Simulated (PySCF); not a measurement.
Si(H)(Me)(OH)(NH2), SMILES C[SiH](N)O, singlet, B3LYP/def2-SVP optimised geometry.

```
11

Si    -0.11    -0.93     0.00
C     -0.74    -1.83     1.52
N     -0.84    -1.68    -1.38
O     -0.46     0.71     0.00
H      1.38    -0.93     0.00
H     -0.39    -2.87     1.54
H     -1.85    -1.84     1.55
H     -0.38    -1.34     2.44
H     -0.53    -1.47    -2.32
H     -1.18    -2.63    -1.32
H     -1.38     0.93    -0.19
```

Density from B3LYP/def2-TZVP in PySCF at that geometry.

Minimum of the electron density along straight lines between bonded atoms, close to the bond critical point (lines longer than 1.1 times the sum of covalent radii, or with two minima, are not listed):

```csv
bond,length / Å,ρ at the minimum / e bohr⁻³,∇²ρ there / e bohr⁻⁵,position (fraction from the first atom)
Si1–C2,1.879,0.124,0.15,0.39
Si1–N3,1.735,0.130,0.53,0.40
Si1–O4,1.674,0.132,0.71,0.41
Si1–H5,1.490,0.124,0.13,0.49
C2–H6,1.103,0.265,-0.86,0.64
C2–H7,1.103,0.266,-0.86,0.64
C2–H8,1.102,0.267,-0.87,0.64
N3–H9,1.016,0.331,-1.55,0.73
N3–H10,1.015,0.331,-1.55,0.73
O4–H11,0.965,0.353,-2.35,0.80
```
